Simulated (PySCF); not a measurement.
Species: C₆H₁₂F₂.
SMILES with atom numbers: `[CH3:1][C:2]([CH3:3])([CH3:4])[C:5]([CH3:6])([F:7])[F:8]` (hydrogens: H9, H10, H11 on C1; H12, H13, H14 on C3; H15, H16, H17 on C4; H18, H19, H20 on C6)

Geometry (GFN2-xTB, Å), atoms numbered from 1 in this order:
```xyz
20
C6H12F2 angstrom
C     -1.6343   -0.6856    0.6886
C     -0.4471   -0.0685   -0.0603
C     -0.7222    1.4147   -0.3187
C     -0.2363   -0.8103   -1.3823
C      0.8105   -0.2180    0.8265
C      2.1157    0.3314    0.2760
F      0.5766    0.3689    2.0438
F      0.9951   -1.5433    1.1280
H     -1.4520   -1.7384    0.8901
H     -1.7939   -0.1752    1.6354
H     -2.5371   -0.5973    0.0899
H      0.0432    1.8559   -0.9525
H     -1.6800    1.5221   -0.8212
H     -0.7631    1.9643    0.6188
H      0.0669   -1.8384   -1.1985
H      0.5203   -0.3241   -1.9932
H     -1.1674   -0.8217   -1.9431
H      2.8980    0.1524    1.0109
H      2.0285    1.3992    0.1056
H      2.3734   -0.1773   -0.6469
```

The closed-shell SCF was solved with PySCF and density fitting under several settings on one GFN2-xTB geometry (grid level 2 and gas phase unless stated).

| settings | basis functions | SCF cycles | E (Eh) | HOMO (eV) | LUMO (eV) | dipole (D) |
| --- | --- | --- | --- | --- | --- | --- |
| PBE0/pcSseg-1 | 196 | 12 | -435.0499 | -8.90 | 1.35 | 2.23 |
| PBE0/def2-SVPD | 262 | 13 | -434.8002 | -8.96 | 0.61 | 2.29 |
| PBE0/6-31G*, level shift 0.3 Eh | 136 | 11 | -435.0843 | -8.54 | 2.51 | 1.94 |

Question: Estimate the row for these settings: BLYP/pcSseg-1, start guess huckel.

Answer: 
| settings | basis functions | SCF cycles | E (Eh) | HOMO (eV) | LUMO (eV) | dipole (D) |
| --- | --- | --- | --- | --- | --- | --- |
| BLYP/pcSseg-1, start guess huckel | 196 | 15 | -435.3659 | -7.25 | 0.55 | 2.06 |

Question: Over all rows, what range does the HOMO–LUMO gap span?

Answer: From 7.80 eV (BLYP/pcSseg-1, start guess huckel) to 11.05 eV (PBE0/6-31G*, level shift 0.3 Eh). The functional of the narrowest has no exact exchange, that of the widest 25 % exact exchange.

Question: Compare two rows with the functional PBE0: PBE0/pcSseg-1 and PBE0/def2-SVPD. Which energy is lower, and by how much?

Answer: PBE0/pcSseg-1 (196 functions) lies 0.2497 Eh or 157 kcal/mol below PBE0/def2-SVPD (262 functions). The smaller set gives the lower energy; the two sets aren't nested, so the variational bound doesn't order them by size.

Whole jobs, the steps after the SCF included, on one thread, x86-64 server (shared host):

```json
{"settings": "PBE0/pcSseg-1", "work after the SCF": "shieldings, charges and field gradients", "wall time": "56 s"}
{"settings": "PBE0/def2-SVPD", "work after the SCF": "6 singlets by full TDDFT, 2 Tamm–Dancoff triplets, polarisability", "wall time": "83 s"}
{"settings": "PBE0/6-31G*, level shift 0.3 Eh", "work after the SCF": "spin–spin couplings from 20 perturbed nuclei, spin–dipole term for 2 of them", "wall time": "59 s"}
{"settings": "BLYP/pcSseg-1, start guess huckel", "work after the SCF": "shieldings", "wall time": "1.9 min"}
```

Cycle counts include a coarse-grid stage where the run had one. All basis functions are spherical, in the Pople sets too.
